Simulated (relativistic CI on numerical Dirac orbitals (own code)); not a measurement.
## d6 in a ligand field

Computed with a parametric ligand-field model of a d^n configuration (Racah B and C, spin-orbit zeta, crystal field), exact diagonalisation.

Field parameters in Wybourne normalisation: Oh B⁴₀ = 21Dq, B⁴₄ = √(5/14) B⁴₀; Td as Oh with Dq negative (B⁴₀ = 21Dq, B⁴₄ = √(5/14) B⁴₀). The field is a parameter set, without covalency.

**Question.** Ground term and bands for B = 870, C = 4380, ζ = 0 cm⁻¹, Oh, 10Dq = 32150 cm⁻¹?

**Answer.** Ground term 1A1 with 0.04 electrons in the two orbitals of the cubic e set. Spin-allowed: 1T1 29232 cm⁻¹ (342 nm), 1T2 40900 cm⁻¹ (245 nm), 1T2 60052 cm⁻¹ (167 nm), 1E 60886 cm⁻¹ (164 nm). Lowest spin-forbidden: 3T1 19963 cm⁻¹ (501 nm), 3T2 25701 cm⁻¹ (389 nm), 5T2 27141 cm⁻¹ (368 nm).

**Question.** Ground term and bands for B = 1020, C = 3750, ζ = 0 cm⁻¹, Td, 10Dq = -11800 cm⁻¹?

**Answer.** Ground term 5E with 3.00 electrons in the two orbitals of the cubic e set. Spin-allowed: 5T2 11800 cm⁻¹ (847 nm). Lowest spin-forbidden: 3T1 10695 cm⁻¹ (935 nm), 3E 19945 cm⁻¹ (501 nm), 1T2 20915 cm⁻¹ (478 nm).

**Question.** Ground term and bands for B = 790, C = 3580, ζ = 0 cm⁻¹, Oh, 10Dq = 7850 cm⁻¹?

**Answer.** Ground term 5T2 with 2.00 electrons in the two orbitals of the cubic e set. Spin-allowed: 5E 7850 cm⁻¹ (1274 nm). Lowest spin-forbidden: 3T1 11898 cm⁻¹ (840 nm), 1A1 13585 cm⁻¹ (736 nm), 3T2 14908 cm⁻¹ (671 nm).

**Question.** Ground term and bands for B = 540, C = 2580, ζ = 0 cm⁻¹, Oh, 10Dq = 38200 cm⁻¹?

**Answer.** Ground term 1A1 with 0.02 electrons in the two orbitals of the cubic e set. Spin-allowed: 1T1 36190 cm⁻¹ (276 nm), 1T2 44130 cm⁻¹ (227 nm), 1T2 73332 cm⁻¹ (136 nm), 1E 73931 cm⁻¹ (135 nm). Lowest spin-forbidden: 3T1 30825 cm⁻¹ (324 nm), 3T2 34778 cm⁻¹ (288 nm), 5T2 53899 cm⁻¹ (186 nm).

**Question.** Ground term and bands for B = 650, C = 3220, ζ = 0 cm⁻¹, Oh, 10Dq = 8300 cm⁻¹?

**Answer.** Ground term 5T2 with 2.00 electrons in the two orbitals of the cubic e set. Spin-allowed: 5E 8300 cm⁻¹ (1205 nm). Lowest spin-forbidden: 3T1 9367 cm⁻¹ (1068 nm), 1A1 9654 cm⁻¹ (1036 nm), 3T2 12215 cm⁻¹ (819 nm).
